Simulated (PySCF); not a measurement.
Calculated NMR parameters of CCC(=O)O[SiH2]C#N

| Item | Value |
| --- | --- |
| Formula | C4H7NO2Si |
| SMILES | CCC(=O)O[SiH2]C#N |
| Point group of the computed structure | C1 |
| Degrees of unsaturation | 3 |
| Carbon signals | 4 |
| Proton signals | 3 |

Bonds (- single, = double, # triple, : aromatic): C1-C2 1.522 Å, C2-C3 1.505 Å, C3=O4 1.198 Å, C3-O5 1.339 Å, O5-Si6 1.654 Å, Si6-C7 1.870 Å, C7#N8 1.145 Å. C1 carries H9, H10, H11; C2 carries H12, H13; Si6 carries H14, H15.

No relativistic terms, one conformer, no solvent model, fast rotation and ring inversion assumed for equivalent nuclei. GFN2-xTB geometry; shielding tensors at PBE0/pcSseg-1 (GIAO); PySCF.

Shifts are taken against calculated references (same method and geometry level): $^{1}$H and $^{13}$C and $^{29}$Si vs TMS; $^{15}$N vs NH3; $^{17}$O vs H2O.

| carbon | δC, type | δH (multiplicity) | HMBC from (2–3 bonds) | span of the C tensor (ppm) |
| --- | --- | --- | --- | --- |
| C1 | 10.7, CH3 | 1.23 (t) | H12/H13 | 16 |
| C2 | 31.8, CH2 | 2.52 (q) | H9/H10/H11 | 42 |
| C3 | 179.9, C | – | H14/H15, H12/H13, H9/H10/H11 | 171 |
| C7 | 123.0, C | – | H14/H15 | 338 |

Other nuclei:
| atoms | nucleus | environment | δ (ppm) | σ (ppm) |
| --- | --- | --- | --- | --- |
| H14/H15 | $^{1}$H | hydrogen on a silicon bonded to C, O | 4.95 | 26.77 |
| Si6 | $^{29}$Si | silicon bonded to C, O, 2 H | -60.8 | 410.0 |
| N8 | $^{15}$N | nitrile nitrogen | 364.2 | -96.4 |
| O4 | $^{17}$O | carbonyl oxygen | 462.1 | -126.0 |
| O5 | $^{17}$O | oxygen bonded to C, Si | 189.1 | 147.0 |

Carbon types of the structure: 2 × C, 1 × CH2, 1 × CH3, leaving 2 H on heteroatoms. δC 179.9: carbonyl carbon. δC 123.0: nitrile carbon; typical of a nitrile. δC 31.8: sp3 CH2 α to a carbonyl; α to the electron-withdrawing carbonyl group. δC 10.7: methyl carbon; a saturated carbon with 1 carbon neighbour and no heteroatom attached. δH 2.52: hydrogen on an sp3 CH2 α to a carbonyl; α to C=O.

Shifts are as computed. Against solution values, carbons near 30 ppm lie about +3 ppm off and those near 130 ppm about +5 ppm (rms about the fit 2.1 ppm; single classes can miss by 10 ppm). Of 1328 compounds with measured shifts, 309 miss one by over three times the rms of a fit or turn the order of signals round; such compounds aren't used in these exercises. Signals without a measured value on file couldn't be tested in this way; 1H shifts scatter by 0.2 ppm about their fit, and single ones miss by 0.5 ppm. Unscaled 17O shifts of doubly bonded oxygen tend to come out too high, by tens of ppm or more. Experimental scales use liquid or dissolved standards, which lie at an offset from isolated NH3 (liquid NH3: subtract about 20 ppm) and H2O (liquid H2O: subtract about 36 ppm). Unscaled 15N shifts of sp2 nitrogen often come out too high even then, by a few to some tens of ppm. Multiplicities follow the n + 1 count of equivalent neighbours, as no J values were calculated; m marks all less simple cases, F and P coupling included.
